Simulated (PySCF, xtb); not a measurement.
BHN, SMILES [N]=B (connectivity only; charge and spin as stated), charge -1, multiplicity 1.

GFN2-xTB (xtb) at its own geometry gives an orbital gap of 6.05 eV.

Geometry: B3LYP-D3(BJ)/def2-TZVPD. The spin state was assumed, not searched. The isomer is the one that the SMILES or the coordinates give; other isomers of the formula were not compared.

What does PySCF with PBE/def2-TZVPD give? (An estimate is asked for; the answer gives what the named calculation found.)

gap 3.30 eV (levels 0.54 and 3.84 eV).
